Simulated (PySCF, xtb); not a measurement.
2-methylprop-2-en-1-amine (C₄H₉N), SMILES C(C(C)=C)N.

xtb with GFN2-xTB at its own geometry gives an orbital gap of 4.66 eV and a dipole moment of 0.99 D.

Geometry optimised at B3LYP-D3(BJ)/def2-SVP. The values are those of a single conformer.

**Question.** What does PySCF with HF/def2-TZVP give? (An estimate is asked for; the answer gives what the named calculation found.)

**Answer.** gap 13.04 eV (levels -9.51 and 3.53 eV), dipole 1.19 D.
